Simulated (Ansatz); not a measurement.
Z-matrix (Å, degrees):
```
As
H 1 1.522
H 1 1.522 2 92.0
H 1 1.522 2 92.0 3 -92.1
```

Charge 0, multiplicity 1.

(1) List the B3LYP/def2-TZVPP orbital energies in eV (Ansatz). (Estimate.)

## Answers

(1) Computed: Occupied: -11588.09, -1464.98, -1309.53, -1309.53, -1309.50, -190.17, -137.33, -137.33, -137.20, -44.54, -44.54, -44.44, -44.44, -44.38, -17.38, -10.03, -10.03, -7.63. Lowest empty: 0.42, 0.42, 0.63, 5.22, 5.22, 5.59, 5.59, 5.60.

B3LYP here is the variant with VWN-RPA as its local correlation; programs differ in this.
